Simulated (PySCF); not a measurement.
## SMILES O=C[Si@@H]1CCCO1, C$_{4}$H$_{8}$O$_{2}$Si

Geometry:
```tsv
atom	x (Å)	y (Å)	z (Å)
O1	3.586	0.849	0.117
C2	2.460	0.878	-0.307
Si3	0.928	0.367	0.717
C4	0.030	-1.221	0.158
C5	-1.422	-0.775	0.330
C6	-1.495	0.699	-0.075
O7	-0.306	1.356	0.308
H8	2.283	1.235	-1.346
H9	1.208	0.414	2.150
H10	0.231	-1.456	-0.888
H11	0.238	-2.114	0.740
H12	-2.118	-1.369	-0.261
H13	-1.697	-0.862	1.381
H14	-1.597	0.798	-1.161
H15	-2.334	1.210	0.403
```

Computed with PySCF 2.14.0, GIAO B3LYP/pcSseg-1 magnetisability, rotational g tensor and spin-rotation constants, non-relativistic, gas phase. Geometry: GFN2-xTB.

**Question.** How diamagnetic is it, and how anisotropic?

**Answer.** Isotropic -942 × 10⁻³⁰ J/T², or -56.8 × 10⁻⁶ cm³/mol; principal values -1071, -993, -764 × 10⁻³⁰ J/T², anisotropy 277 × 10⁻³⁰ J/T² (root of half the summed squared differences of the principal values). The susceptibility is in cgs units.

**Question.** Split it along the inertial axes a, b, c into diamagnetic and paramagnetic parts about the centre of mass, with the quadrupole moment.

**Answer.** 
```
axis  χ (10⁻⁶ cm³/mol)  diamagnetic (10⁻⁶ cm³/mol)  paramagnetic (10⁻⁶ cm³/mol)  summed x² of all electrons (Å²)  quadrupole Θ (D Å)
   a             -49.1                      -341.3                        292.1                            201.8               -7.00
   b             -60.9                      -969.8                        908.9                             53.7               +1.68
   c             -60.3                     -1083.9                       1023.6                             26.8               +5.31
```
Anisotropies 2χaa − χbb − χcc = +22.8 and 2χbb − χaa − χcc = -12.3 × 10⁻⁶ cm³/mol. Θ is traceless in Buckingham's convention.

**Question.** And the rotational g tensor?

**Answer.** 
| axis | rotational constant (GHz) | g | nuclear part | electronic part |
| --- | --- | --- | --- | --- |
| a | 5.2958 | -0.0957 | 0.6311 | -0.7268 |
| b | 1.3625 | -0.0204 | 0.5614 | -0.5818 |
| c | 1.1989 | -0.0195 | 0.5571 | -0.5766 |

Asymmetric top; isotopes 12C, 1H, 16O, 28Si; no vibrational averaging.
